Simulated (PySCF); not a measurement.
**[Lu(H2O)]3+ at several levels of theory**

Computed with PySCF 2.14.0 (density fitting, no spin-orbit coupling) at the geometry relaxed with PBE:

```xyz
4
[Lu(H2O)]3+ (singlet)
Lu    0.0000    0.0000   -0.0212
O     0.0000    0.0000    2.0528
H     0.7939    0.0000    2.6941
H    -0.7939    0.0000    2.6941
```

```
level                                              basis    state  HOMO (eV)  gap (eV)  charge on Lu1 (e)  population of f-type functions on Lu1 (core shells left out)  dipole about the centre of mass (D)  largest force component (eV/Å)
  PBE     Lu def2-SVP with ECP28, O def2-SVP, H def2-SVP  singlet     -27.30      5.16               2.51                                                         14.02                                 4.14                            0.00
   HF                                           the same  singlet     -33.22     15.46               2.69                                                         14.02                                 3.07                            2.29
  PBE  Lu def2-TZVP with ECP28, O def2-TZVP, H def2-TZVP  singlet     -27.29      5.11               2.54                                                         14.01                                 4.21                            0.53
  PBE          Lu x2c-SVPall, O x2c-SVPall, H x2c-SVPall  singlet     -27.24      5.36               2.49                                                         14.02                                 4.01                            0.08
```

Charges are Mulliken's, which hang on the basis. The relaxation used the grid (50, 194), these runs (75, 302) or, all-electron (x2c bases, spin-free X2C Hamiltonian), (99, 590).

Question: A further run in the first row's basis gives HOMO (eV) -27.98, gap (eV) 6.50, charge on Lu1 (e) 2.55, population of f-type functions on Lu1 (core shells left out) 14.02, dipole about the centre of mass (D) 3.92, largest force component (eV/Å) 0.25. Which level was it?
A. r2SCAN
B. TPSSh
C. BP86

Answer: B. The others give HOMO -27.60 eV (r2SCAN); -27.41 eV (BP86).

In the first row's basis the gap widens with exact exchange: 5.2 to 6.0 eV for PBE, BP86, r2SCAN (none); 6.5 eV for TPSSh (a fixed share); 15.5 eV for Hartree–Fock (rising or full at long range).
